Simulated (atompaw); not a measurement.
## u(r) = r·R(r): atom against pseudo-atom (Mn (Z = 25))

Columns: radius, all-electron u(r) and pseudo u(r) of the 3p shell (level -54.48 eV) of manganese in the configuration [Ne] 3s2 3p6 3d5 4s2 4p0; PBEsol, scalar-relativistic, PAW (atompaw) scheme, atompaw 4.2.0.5.

```csv
r (bohr),all-electron,pseudo
0.073,-0.3794,0.0368
0.146,-0.5909,0.1418
0.219,-0.4407,0.2997
0.292,-0.1061,0.4884
0.365,0.2633,0.6828
0.438,0.5871,0.8597
0.512,0.8371,1.0029
0.585,1.0022,1.0986
0.658,1.0956,1.1476
0.731,1.1312,1.1555
0.804,1.1237,1.1319
0.877,1.0859,1.0870
0.950,1.0281,1.0281
1.023,0.9584,0.9584
1.096,0.8829,0.8829
1.169,0.8055,0.8055
1.242,0.7295,0.7295
1.315,0.6564,0.6564
1.388,0.5878,0.5878
1.462,0.5232,0.5232
1.535,0.4649,0.4649
1.608,0.4118,0.4118
1.681,0.3639,0.3639
1.754,0.3209,0.3209
1.827,0.2825,0.2825
1.900,0.2483,0.2483
```

Q: How many radial nodes do the two functions have?

A: The all-electron 3p function has n − l − 1 = 1; the pseudo-wave has 0, since the states of the same l below it are removed with the core.

Q: At about which radius was the pseudo-wave matched?

A: 0.95 bohr, where the columns begin to agree (steps of 0.07 bohr).

Q: Is the pseudo-wave norm-conserving?

A: No, it belongs to a PAW set: the norm inside the radius is not constrained, and the difference is carried by the augmentation charge.
